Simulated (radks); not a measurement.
Results of a calculation; reference values are marked as such.
Question: Valence configurations of S (all share [Ne]). Code: a radial shooting solver on a logarithmic mesh with Libxc functionals. Model: Dirac Kohn-Sham, PBE, spin-unpolarised, spherical densities, point nucleus; open shells are shared between the two j in proportion to 2j + 1. Order these by energy: 3s1.5 3p4.5; 3s2 3p4; 3s1 3p5; 3p6.

Answer: From the lowest, in eV above it: 3s2 3p4 0.000; 3s1.5 3p4.5 5.140; 3s1 3p5 10.310; 3p6 20.739. NIST lists [Ne] 3s2 3p4 as the ground configuration; this level of theory agrees among the configurations tried. The energies are those of spherical spin-averaged densities, not of single terms.
